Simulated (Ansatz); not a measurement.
Consider the homolysis of the Ge–Se bond: `[Cl][GeH2][SeH]` → `[Cl][GeH2]`• + `[SeH]`•.

Calculated with Ansatz (gas phase, PBE0-D4/def2-TZVP geometries, no zero-point term in ΔE). CCSD(T)/CBS is the MP2 limit (def2-TZVPP, def2-QZVPP) plus CCSD(T) − MP2 in def2-TZVPP, frozen cores. Functionals use def2-TZVPP. B3LYP here is the variant with VWN-RPA as its local correlation; programs differ in this. No spin–orbit coupling; open shells (•) take unrestricted orbitals. For Ge, Se outer-core shells are correlated without core-valence functions, which leaves a few kJ/mol of doubt a bond. Scalar relativity is left out up to krypton. Each species was taken in one conformer, which may not be the lowest.

```csv
level,ΔE (kJ/mol),difference from CCSD(T)/CBS
PBE-D4,304.6,-15.5
PBE0-D4,304.4,-15.7
ωB97M-V,298.4,-21.7
r2SCAN,296.6,-23.5
B3LYP,278.6,-41.5
r2SCAN0,293.0,-27.1
HF/def2-TZVPP,204.4,-115.7
SCS-MP2/def2-TZVPP,312.0,-8.1
CCSD/def2-TZVPP,296.2,-23.9
HF/CBS(def2),202.1,-118.0
CCSD(T)/CBS,320.1,0
```

Largest T1 diagnostic among the species: 0.012.

The D4 term adds +12.9 kJ/mol with B3LYP and +6.8 kJ/mol with PBE0; it sums over pairs of atoms, weighted by their polarisabilities, and B3LYP, whose exchange is more repulsive, gets the larger term. From BLYP to BHLYP (50 % exact exchange), in def2-TZVPP and without D4, ΔE moves by +8.1 kJ/mol. At CCSD(T), def2-SVP lies −36.6 kJ/mol from the extrapolated value and def2-TZVPP −14.3 kJ/mol: correlation converges slowly with the basis, and small sets miss more of it in the bonded molecule than in its fragments.
